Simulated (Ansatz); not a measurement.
Complex (SMILES): N#N (N2) with S (H2S), atoms 1 to 2 the first; geometry from B3LYP-D3(BJ)/def2-TZVP, monomers rigid:
```xyz
5

N      0.5569     0.0216    -0.1918
N      0.4057    -0.6429     0.6599
S     -1.8739     2.6331    -1.4786
H     -0.7246     1.9720    -1.6881
H     -1.2906     3.5002    -0.6354
```

Basis-set convergence of the uncorrected interaction energy at PBE with Ansatz (an electronic-structure program). Cartesian d functions, on some or all atoms, in 6-31G*, 6-31+G*, 6-311G**, 6-311+G**; all else is spherical. The program fits the integrals of some runs and decomposes those of others, by size. No added dispersion term, no relativity. Functions are those of the species that has most. Reference: the counterpoise-corrected one, the value in aug-pcseg-3, -0.34 kcal/mol. Deviations are taken from unrounded values.

```
basis            functions  uncorrected interaction energy (kcal/mol)
---------------  ---------  -----------------------------------------
6-31G*                  53                                      -0.71
6-31+G*                 65                                      -0.60
def2-SVP                56                                      -0.98
def2-SVPD               83                                      -0.91
pcseg-1                 56                                      -0.77
aug-pcseg-1             91                                      -0.55
cc-pV(D+d)Z             61                                      -1.05
aug-cc-pV(D+d)Z         96                                      -0.45
6-311G**                75                                      -0.80
6-311+G**               87                                      -0.59
def2-TZVP              111                                      -0.55
def2-TZVPD             138                                      -0.40
pcseg-2                122                                      -0.50
aug-pcseg-2            188                                      -0.39
cc-pV(T+d)Z            127                                      -0.63
aug-cc-pV(T+d)Z        193                                      -0.37
def2-TZVPP             132                                      -0.52
def2-TZVPPD            159                                      -0.39
cc-pV(Q+d)Z            234                                      -0.53
aug-cc-pV(Q+d)Z        341                                      -0.37
def2-QZVPP             244                                      -0.50
def2-QZVPPD            271                                      -0.35
pcseg-3                250                                      -0.48
aug-pcseg-3            357                                      -0.35
```

What the diffuse functions change, pair by pair:
- 6-31G* to 6-31+G*: 12 more functions, deviation -0.37 to -0.25 kcal/mol
- def2-SVP to def2-SVPD: 27 more functions, deviation -0.64 to -0.56 kcal/mol
- pcseg-1 to aug-pcseg-1: 35 more functions, deviation -0.42 to -0.20 kcal/mol
- cc-pV(D+d)Z to aug-cc-pV(D+d)Z: 35 more functions, deviation -0.71 to -0.11 kcal/mol
- 6-311G** to 6-311+G**: 12 more functions, deviation -0.46 to -0.24 kcal/mol
- def2-TZVP to def2-TZVPD: 27 more functions, deviation -0.20 to -0.06 kcal/mol
- pcseg-2 to aug-pcseg-2: 66 more functions, deviation -0.15 to -0.05 kcal/mol
- cc-pV(T+d)Z to aug-cc-pV(T+d)Z: 66 more functions, deviation -0.29 to -0.03 kcal/mol
- def2-TZVPP to def2-TZVPPD: 27 more functions, deviation -0.18 to -0.05 kcal/mol
- cc-pV(Q+d)Z to aug-cc-pV(Q+d)Z: 107 more functions, deviation -0.19 to -0.02 kcal/mol
- def2-QZVPP to def2-QZVPPD: 27 more functions, deviation -0.16 to -0.01 kcal/mol
- pcseg-3 to aug-pcseg-3: 107 more functions, deviation -0.14 to -0.01 kcal/mol

Leaving out the reference's own pair, they bring the value nearer the reference by more than 0.01 kcal/mol in 11 of 11 pairs.
